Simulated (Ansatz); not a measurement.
Consider the isomerisation: `BC1(C)CC1` → `B/C(C)=C/C`.

Gas-phase electronic energies from Ansatz, PBE0-D4/def2-TZVP geometries. CCSD(T)/CBS is the MP2 limit (def2-TZVPP, def2-QZVPP) plus CCSD(T) − MP2 in def2-TZVPP, frozen cores. Functionals use def2-TZVPP. B3LYP here is the variant with VWN-RPA as its local correlation; programs differ in this.

| level | ΔE (kcal/mol) |
| --- | --- |
| B3LYP-D4 | -10.0 |
| CCSD/CBS(def2) | -6.8 |

(1) What does CCSD(T)/CBS give? (An estimate is asked.)

Largest T1 diagnostic among the species: 0.010.

Results:

(1) The calculation gave: -7.1 kcal/mol. The listed levels differ from it by -2.9, 0.3 kcal/mol.

From PBE to PBE0 (25 % exact exchange), in def2-TZVPP and without D4, ΔE moves by +1.7 kcal/mol. In def2-TZVPP, CCSD(T) changes the Hartree–Fock value by +3.3 kcal/mol (the triples alone add −0.3 kcal/mol) and MP2 by +5.8 kcal/mol.
